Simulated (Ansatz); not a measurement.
Reaction (ligand exchange at the Si–N bond): `N[SiH](F)/N=C/O` + `[OH][SnH3]` → `N[SiH](F)[O][SnH3]` + `N=CO`

Program: Ansatz. Geometries: PBE0-D4/def2-TZVP. ΔE: electronic, gas phase. CCSD(T)/CBS adds triple-zeta CCSD(T) − MP2 to the extrapolated MP2 energy (def2 sets, frozen cores). This one scheme is used for every species. Functionals use def2-TZVPP. B3LYP here is the variant with VWN-RPA as its local correlation; programs differ in this. Elements past krypton have def2 core potentials. For Sn outer-core shells are correlated without core-valence functions, which leaves a few kJ/mol of doubt a bond. One conformer a species, not always the lowest.

| level | ΔE (kJ/mol) | difference from CCSD(T)/CBS |
| --- | --- | --- |
| PBE-D4 | -63.8 | 11.9 |
| r2SCAN-D4 | -71.0 | 4.7 |
| PBE0-D4 | -67.6 | 8.1 |
| B3LYP-D4 | -70.7 | 5.0 |
| ωB97X-V | -71.3 | 4.4 |
| ωB97M-V | -71.6 | 4.1 |
| B2PLYP | -70.5 | 5.2 |
| PBE | -61.9 | 13.8 |
| r2SCAN | -70.7 | 5.0 |
| PBE0 | -65.8 | 9.9 |
| B3LYP | -67.5 | 8.2 |
| HF/def2-TZVPP | -78.0 | -2.3 |
| MP2/def2-TZVPP | -73.2 | 2.5 |
| SCS-MP2/def2-TZVPP | -75.4 | 0.3 |
| CCSD/def2-TZVPP | -77.4 | -1.7 |
| CCSD(T)/def2-TZVPP | -76.4 | -0.7 |
| HF/def2-QZVPP | -79.1 | -3.4 |
| MP2/def2-QZVPP | -73.2 | 2.5 |
| SCS-MP2/def2-QZVPP | -75.3 | 0.4 |
| HF/CBS(def2) | -79.3 | -3.6 |
| MP2/CBS(def2) | -72.5 | 3.2 |
| CCSD/CBS(def2) | -76.7 | -1.0 |
| CCSD(T)/CBS | -75.7 | 0 |

Largest T1 diagnostic among the species: 0.014.

From PBE to PBE0 (25 % exact exchange), in def2-TZVPP and without D4, ΔE moves by −3.9 kJ/mol. The D4 term adds −3.2 kJ/mol with B3LYP and −1.8 kJ/mol with PBE0; it sums over pairs of atoms, weighted by their polarisabilities, and B3LYP, whose exchange is more repulsive, gets the larger term.
